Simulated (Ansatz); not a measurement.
Cartesian coordinates (Å):
SMILES: C(C=C)C#C
```xyz
11

C      2.4830    -0.5298    -0.5874
C      1.5109     0.1382    -0.3667
C      0.3168     0.9288    -0.1073
C     -0.9425     0.1165    -0.1998
C     -1.8416     0.0285     0.7671
H      3.3478    -1.1193    -0.7791
H      0.3889     1.3927     0.8813
H      0.2782     1.7482    -0.8364
H     -1.0905    -0.4187    -1.1340
H     -1.7097     0.5441     1.7133
H     -2.7413    -0.5634     0.6489
```
Charge 0, spin multiplicity 1.

Calculation: frozen-core CCSD(T)/cc-pVTZ // PBE0-D4/def2-TZVP in Ansatz (a program for electronic structure).

```json
{
  "HF energy": "-192.81019 Ha",
  "MP2 correlation energy": "-0.79521 Ha"
}
```

Question: Estimate the CCSD correlation energy, the (T) correction, the total energy and the T1 diagnostic.

Answer: 
```
Quantity                         Value
-----------------------  -------------
CCSD correlation energy    -0.82960 Ha
(T) correction             -0.04018 Ha
CCSD(T) total energy     -193.67997 Ha
T1 diagnostic                    0.011
```
